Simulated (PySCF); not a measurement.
The isolated species `CCC[N](C)[AlH2]` is ionised with synchrotron light (hν = 1250.0 eV). Calculated photoelectron kinetic energies of its computed core levels, recoil neglected:

```csv
line,kinetic energy (eV)
1,959.49
2,959.45
3,958.84
4,958.75
5,846.23
```

Computed with delta-SCF UKS SCAN, pcX-2 on the ionised atom, pcseg-1 elsewhere, spin-free X2C in PySCF 2.14.0.

Problem. Which element, shell and site does each line come from? Numbering: `[CH3:1][CH2:2][CH2:3][N:4]([CH3:5])[AlH2:6]`.

Solution. Against the vacuum level, binding energy = hν − kinetic energy.

```
line  binding energy (eV)  level  atoms                    environment
   1               290.51   C 1s     C1                  methyl carbon
   2               290.55   C 1s     C2               chain CH2 carbon
   3               291.16   C 1s     C3   sp3 carbon bound to nitrogen
   4               291.25   C 1s     C5                N-methyl carbon
   5               403.77   N 1s     N4  nitrogen bonded to Al and 2 C
```

Out of reach at this photon energy: Al 1s (1566.2 eV).

Problem. Where does line 4 move with hν = 800.0 eV?

Solution. To 800.0 − 291.25 = 508.75 eV; every photoline shifts by the change in photon energy, -450.0 eV.

The listed C 1s values span 0.74 eV, from C1 (bonded to C and 3 H) to C5 (bonded to N and 3 H). The widest gap between neighbouring values is 0.61 eV, between 290.55 and 291.16 eV. The values 290.51 and 290.55 eV lie too close for their order to be trusted.

Problem. Which photon energy gives electrons from C 1s of C2 a kinetic energy of 200 eV, and what is their de Broglie wavelength?

Solution. hν = 290.55 + 200 = 490.55 eV, recoil neglected; λ = 12.264 Å/√(E/eV) = 0.87 Å.

Other core shells, valence and Auger electrons aren't listed. Geometry: PBE0-D3(BJ)/def2-SVP, one conformer, isolated molecule.

Hardware: an Arm Neoverse V1 with one thread (shared host). Cost: 1.9 min wall.

Shape of the structure used: `[CH3:1][CH2:2][CH2:3][N:4]([CH3:5])[AlH2:6]`: C1–C2–C3–N4 -67°, C2–C3–N4–C5 169°.
